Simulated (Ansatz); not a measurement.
A run on `SC1=N[SiH2]1` with other settings.

```yaml
crystal:
  periodic: [false, false, false]
  atoms:
    - {symbol: S, position_ang: [-0.909227, 1.147700, -1.750217]}
    - {symbol: C, position_ang: [-0.370880, 0.299504, -0.422042]}
    - {symbol: N, position_ang: [-0.641224, -0.474680, 0.491037]}
    - {symbol: Si, position_ang: [0.768308, -0.510901, 0.809091]}
    - {symbol: H, position_ang: [-2.099599, 0.703698, -1.544031]}
    - {symbol: H, position_ang: [1.463182, 0.437811, 2.055802]}
    - {symbol: H, position_ang: [1.722491, -1.570803, 0.525007]}
basis:
  gaussian: {orbitals: def2-TZVP}
hamiltonian: {xc: {name: BLYP}, dispersion: d3bj}
```

```sh
$ ansatz run in.yaml --threads 2 --pin off --events-out ev --progress --plain --max-ram 4352MiB
```

Output, abridged:

```
Functional definition: BLYP
980 factors; their error is unknown
mean field evaluation 1: about -21262.0343 eV, gradient 1.0e2 eV
mean field evaluation 2: about -21013.1947 eV, gradient 2.5e2 eV
mean field evaluation 4: about -21278.9508 eV, gradient 4.6e1 eV
mean field evaluation 8: about -21284.8416 eV, gradient 2.0e-1 eV
mean field evaluation 16: about -21284.8237 eV, gradient 3.5e-4 eV
mean field -21284.82370513 eV, -782.2028437920 hartree, gradient 6.9e-5 eV, S^2 0.000000; 0 other end points of the search recorded, 0 dependent functions left out
reference -21284.82404313 eV, -782.2028562129 hartree; 23, 23 occupied and 131, 131 virtual orbitals, 980 factors
Total energy: -21285.20122303 eV, -782.2167173189 hartree
```

It took 1.8 s on 2 threads of an Arm Neoverse V1 on a shared host, with 0.36 GiB of host memory at the peak.
